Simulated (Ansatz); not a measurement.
Basis sets compared for [II2]- (I3⁻). Charge -1, multiplicity 1. Geometry PBE-D4/def2-SVPD. Ansatz on 4 threads of Intel Xeon on a shared host; times are rough, and most runs start from earlier orbitals.

Cartesian coordinates in Å:
```
I 0.000 0.000 0.000
I 2.418 -1.090 1.396
I -2.418 1.090 -1.396
```

In the def2 sets I takes a core potential; there is no spin–orbit coupling.

```csv
level,functions,energy (Eh),HOMO (eV),LUMO (eV),wall time
PBE-D4/def2-SVPD,105,-893.2374,-1.80,0.07,3.5 s
PBE0-D4/def2-SVPD,105,-893.3072,-2.91,0.57,6.5 s
```

(1) Estimate the rows for PBE-D4/def2-TZVPD (with forces), PBE0-D4/def2-TZVPD.

## Answers

(1) 
```json
{"level": "PBE-D4/def2-TZVPD (with forces)", "functions": "177", "energy (Eh)": "-893.2625", "HOMO (eV)": "-1.79", "LUMO (eV)": "0.17", "wall time": "6.5 s"}
{"level": "PBE0-D4/def2-TZVPD", "functions": "177", "energy (Eh)": "-893.3311", "HOMO (eV)": "-2.89", "LUMO (eV)": "0.69", "wall time": "8.6 s"}
```
